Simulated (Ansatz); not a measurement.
Born–Oppenheimer molecular dynamics of BrClH2Zn (5 atoms, charge 0, multiplicity 1). It starts at the highest image of a converged band, a first-order saddle point between two minima.

The calculation used RKS PBE0-D4/def2-SVP (Ansatz).

```
ensemble                      : NVE (velocity Verlet)
time step                     : 0.5 fs
steps asked                   : 200
starting velocities drawn for : 100 K
seed                          : 6364
```

First frame:

```xyz
5
Properties=species:S:1:pos:R:3
Zn -0.534 0.084 0.396
Br 1.026 -0.894 -1.484
Cl -2.481 -0.512 0.947
H 1.164 0.310 -0.377
H 0.824 1.011 0.518
```

Task: How far do the bonds stretch over the last three quarters of this one trajectory? (Pairs bonded in most of those frames.)

Result: 
```tsv
bond	mean (Å)	spread (Å)	shortest	longest
Zn1–Br2	2.274	0.215	2.02	2.62
Zn1–Cl3	2.107	0.063	1.96	2.17
H4–H5	0.781	0.052	0.70	0.90
```

Mean temperature of the second half: 2248 K. The conserved energy stayed within 0.42 meV per atom of its start (net change -0.38 meV per atom), so the integration is sound. The system heated up, since it started high on the potential surface and ran downhill. A run of 0.1 ps of so small a system gives no equilibrium averages. The orbitals stay closed-shell, which can raise the energy where a bond breaks towards radicals; this wasn't checked here.

Run time: 7.1 min on 2 threads of Arm Neoverse V2, with other jobs on the host, peak memory 0.21 GiB.
